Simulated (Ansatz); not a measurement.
Species: ethynyl(prop-2-ynyl)silane, C₅H₆Si, net charge 0, singlet state. SMILES: [SiH2](CC#C)C#C
Structure (B3LYP-D3(BJ)/def2-TZVP (Ansatz, a program for electronic structure) minimum search):
```xyz
12

C      3.0579     1.1372     0.2799
C      1.8598     1.1296     0.1985
C      0.4170     1.0429     0.0955
Si    -0.1361    -0.7620    -0.0584
C     -1.9588    -0.8082    -0.1844
C     -3.1620    -0.8129    -0.2660
H      4.1169     1.1632     0.3531
H     -0.0644     1.4813     0.9741
H      0.0539     1.5943    -0.7763
H      0.2882    -1.5182     1.1371
H      0.4509    -1.3626    -1.2731
H     -4.2235    -0.8222    -0.3383
```
Charge 0, spin multiplicity 1.

Quantity: vertical triplet-singlet gap (E(triplet) - E(singlet); each state is the SCF solution reached for its spin), in kcal/mol. Valence correlation only, unless marked. Open shells are spin-unrestricted. No spin-orbit coupling. No relativistic terms. Basis-set limits of correlation are two-point, X^-3; Hartree-Fock from the larger set. [CCSD(T)-MP2]/basis is that difference in the basis named.

```tsv
level	program	vertical triplet-singlet gap (kcal/mol)
HF/aug-cc-pV(D+d)Z	Ansatz	102.3
HF/aug-cc-pV(Q+d)Z	Ansatz	100.8
SVWN5/def2-TZVPD	Ansatz	118.5
PBE/def2-TZVPD	Ansatz	115.2
```

Problem. What does RI-MP2/CBS(aug-cc-pV(T+d)Z,aug-cc-pV(Q+d)Z)+[CCSD(T)-MP2]/aug-cc-pV(T+d)Z (Ansatz) give?

Solution. 127.3 kcal/mol, so PBE/def2-TZVPD differs from it by -12.1 kcal/mol.
